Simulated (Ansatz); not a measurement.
A structure relaxed at r2SCAN-D4/def2-SVP in Ansatz, charge 1, doublet:

```xyz
5

Ni   -1.232   -0.442   -0.438
Ni   -0.497    1.628    0.205
Ni    0.753   -1.537   -0.114
Si    0.159   -0.074    1.351
Si    0.817    0.424   -1.004
```

**Question.** Give its formula and point group.

**Answer.** Si₂Ni₃⁺ (the lowest doublet isomer of a short search). Point group C2v (tolerance 0.1 Å).

**Question.** Summarise the bond lengths by kind (pairs closer than 1.2 times the sum of covalent radii, bridged metal pairs left out).

**Answer.** 6 × Ni–Si 2.15 to 2.30 Å; 2 × Ni–Ni 2.29 Å; 1 × Si–Si 2.50 Å.

The charge 1 doublet is spin-contaminated (final ⟨S²⟩ up to 1.20, 0.75 for a pure state). The relaxation made no stability test and no search for a lower SCF solution. No other spin state of charge 1 was run. The structure comes from a short search, and lower isomers may exist.
